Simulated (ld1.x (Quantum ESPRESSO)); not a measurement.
**Which change was made? (Pt, ultrasoft)**

```
Element                 : platinum
Generator               : ld1.x (Quantum ESPRESSO) 7.5
Type                    : ultrasoft
Functional              : PBE
Relativity              : scalar-relativistic
Frozen core             : [Xe] 4f14
Valence charge          : 10
Reference configuration : 5d9 6s0.5 6p0 (charge +0.5)
Partial waves           : 6s (bound): rcut 1.80, rcutus 2.20 bohr; 6s channel at 1.75 Ry: rcut 1.80, rcutus 2.20 bohr; 6p (bound, empty): rcut 3.40, rcutus 3.60 bohr; 6p channel at 0.1 Ry: rcut 3.40, rcutus 3.60 bohr; 5d (bound): rcut 1.10, rcutus 1.40 bohr; 5d channel at -0.2 Ry: rcut 1.10, rcutus 1.40 bohr
Local potential         : all-electron potential smoothed inside 1.20 bohr (lloc = -1)
Core correction         : none
Augmentation charge     : PSQ, inside the norm-conserving radii
```

Cutoffs, loose and tight: the cutoffs (Ry, on a coarse ladder) from which the occupation-weighted sum of valence levels, in a spherical-Bessel basis at the reference potential, stays within 10 and 1 mRy of its value at 400 Ry. They do not see the model core or the augmentation charge, which bear on the density cutoff. Test errors are all-electron minus pseudo excitation energies from the reference, over the configurations 5d9 6s1 6p0; 5d9 6s0 6p0; 5d8 6s0 6p0; 5d8 6s1 6p1; 5d7 6s0 6p0; 5d10 6s0 6p0; 5d6 6s0 6p0; variants that change the core or the reference have their own tests. The largest error is taken over the tests solved by every variant that gives reliable tests at all, those not shown here included: 5d8 6s0 6p0; 5d9 6s0 6p0; 5d9 6s1 6p0.

The base gives: outcome: generated, overlap not positive; bound ghosts: s (p not tested, overlap not positive); largest test error (meV): +8.5.

Task: After one change the result is: outcome: generated, overlap not positive; bound ghosts: not determined (overlap not positive); largest test error (meV): -13. Which change was it?
A. core [Kr] 4d10 4f14, valence charge 18; reference 5s2 5p6 5d8 6s2 6p0; waves now 5s (bound): rcut 1.20, rcutus 1.30 bohr; 6s (bound): rcut 1.20, rcutus 1.30 bohr; 5p (bound): rcut 1.60, rcutus 1.95 bohr; 6p (bound): rcut 1.60, rcutus 1.95 bohr; 5d (bound): rcut 1.10, rcutus 1.50 bohr; 5d channel at -0.2 Ry: rcut 1.10, rcutus 1.50 bohr; local potential all-electron potential smoothed inside 1.30 bohr (lloc = -1); core correction a·sin(br)/r model core, default radius (core density twice the valence density)
B. core correction a·sin(br)/r model core inside 0.88 bohr
C. type TM; waves now 6s (bound): rc 2.20 bohr; 6p (bound): rc 3.60 bohr; 5d (bound): rc 1.40 bohr; local potential the d channel
D. local potential all-electron potential smoothed inside 2.25 bohr (lloc = -1)

Result: A. The others give: type TM; waves now 6s (bound): rc 2.20 bohr; 6p (bound): rc 3.60 bohr; 5d (bound): rc 1.40 bohr; local potential the d channel → outcome: generated; cutoff, loose: 40 Ry; cutoff, tight: 80 Ry; bound ghosts: s, p; largest test error (meV): +12 | local potential all-electron potential smoothed inside 2.25 bohr (lloc = -1) → outcome: generated; cutoff, loose: 50 Ry; cutoff, tight: 90 Ry; bound ghosts: none; largest test error (meV): +8.6 | core correction a·sin(br)/r model core inside 0.88 bohr → outcome: generated, overlap not positive; bound ghosts: s (p not tested, overlap not positive); largest test error (meV): -46. A file whose overlap is not positive is unfit for use, and its test errors describe a broken file.
